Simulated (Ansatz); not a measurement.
Harmonic frequencies (cm⁻¹) at PBE0-D4/def2-TZVP from Ansatz: 75, 112, 120, 198, 410, 462, 600, 648, 847, 924, 929, 1313, 1463, 1472, 1963, 3078, 3174, 3188.

Each molecule was computed in one conformer, which needn't be the lowest.

(1) Which molecule is it?
A. `[NH2][Al]([NH2])[SH]`
B. `[CH3][Al]([OH])[F]`
C. `[CH3][AlH][SH]`
D. `C[Se][AlH][F]`

## Answers

(1) D.
